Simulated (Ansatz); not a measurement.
Frontier orbitals of `[CH3][Ga-]([SH2+])([Cl])[Cl]`.

Cartesian coordinates in Å:
```
C 0.677 -1.298 0.365
Ga 0.733 0.502 -0.396
S -1.671 1.420 -0.161
Cl 1.637 2.126 0.724
Cl 0.800 0.769 -2.548
H 0.398 -1.263 1.419
H -0.029 -1.926 -0.180
H 1.668 -1.749 0.288
H -1.883 1.072 1.120
H -2.330 0.347 -0.633
```

The species carries charge 0 and has multiplicity 1. Correlated methods include outer-core shells of Ga, which these sets cover unevenly. Scalar relativity is left out up to krypton. The structure was optimised at the PBE0-D4/def2-TZVP level. It is one conformer, not always the lowest. Basis def2-TZVPP, the Gaussian-basis code of Ansatz.

Orbital energies of one run (eV). Highest occupied ones, from the top: -7.64, -7.87, -8.08, -8.11, -8.86, -9.31, -9.33, -10.98, -11.02, -11.22, -12.33, -13.55, -18.76, -20.65. Empty: -1.09, -0.40, -0.30, 0.30, 1.62, 1.63.

Q: Which functional gave them?
A. BHLYP
B. r2SCAN
C. ωB97M-V
D. r2SCANh

A: D. HOMO energies: r2SCANh -7.64, ωB97M-V -10.33, r2SCAN -7.16, BHLYP -9.30 eV.
